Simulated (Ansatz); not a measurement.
Relaxation of Cl2H5NSiZn (10 atoms, charge 0, multiplicity 1), to a largest force component of 0.03 eV/Å in at most 50 steps.

The calculation used Ansatz 0.2.0, RKS BLYP-D4/def2-SVP.

```xyz
10
Properties=species:S:1:pos:R:3
Zn -0.858 0.176 -0.367
Cl 0.692 -0.735 2.561
Cl 0.611 0.385 -1.877
N -2.244 -0.045 0.921
H -2.941 -0.757 0.665
Si -2.859 1.267 1.920
H -3.489 0.720 3.171
H -1.677 2.118 2.274
H -3.882 2.151 1.254
H -0.599 -0.880 2.209
```

Question: Where does it end, and by what steps?

Answer: The forces met the threshold. The force dipped under the threshold on the way, but the program's further checks kept it going. After 27 steps the energy has fallen by 1.631 eV; Cl2 moved furthest, 1.96 Å. Parted: Cl2–H10. Joined: Zn1–Cl2, N4–H10.

| step | energy less start (eV) | largest force component (eV/Å) | accepted |
| --- | --- | --- | --- |
| 0 | 0.0000 | 0.722 | yes |
| 1 | -0.1202 | 0.215 | yes |
| 2 | -0.1672 | 0.874 | yes |
| 3 | -0.1988 | 0.518 | yes |
| 4 | -0.2613 | 0.600 | yes |
| 5 | -0.4727 | 1.786 | yes |
| 6 | -0.9108 | 1.559 | yes |
| 7 | -1.1141 | 3.547 | yes |
| 8 | -1.4240 | 1.300 | yes |
| 9 | -1.5222 | 0.638 | yes |
| 10 | -1.5510 | 0.260 | yes |
| 11 | -1.5703 | 0.479 | yes |
| 12 | -1.5865 | 0.215 | yes |
| 13 | -1.5989 | 0.145 | yes |
| 14 | -1.6045 | 0.169 | yes |
| 15 | -1.6110 | 0.107 | yes |
| 16 | -1.6176 | 0.089 | yes |
| 17 | -1.6207 | 0.099 | yes |
| 18 | -1.6233 | 0.096 | yes |
| 19 | -1.6259 | 0.076 | yes |
| 20 | -1.6282 | 0.040 | yes |
| 21 | -1.6290 | 0.026 | yes |
| 22 | -1.6295 | 0.014 | yes |
| 23 | -1.6300 | 0.040 | yes |
| 24 | -1.6303 | 0.076 | yes |
| 25 | -1.6305 | 0.052 | yes |
| 26 | -1.6307 | 0.020 | yes |
| 27 | -1.6308 | 0.015 | yes |

```xyz
10
Properties=species:S:1:pos:R:3
Zn -0.105 -0.129 0.377
Cl 1.004 -1.883 1.008
Cl -0.294 1.667 -0.834
N -1.856 -0.200 1.635
H -2.393 -1.025 1.325
Si -2.846 1.329 1.656
H -3.952 1.191 2.661
H -1.923 2.426 2.059
H -3.410 1.490 0.288
H -1.470 -0.465 2.556
```

Whether the end is a true minimum wasn't checked by a vibrational analysis.

Run time: 56 s on 4 threads of Arm Neoverse V1, on a shared host, peak memory 0.2 GiB.
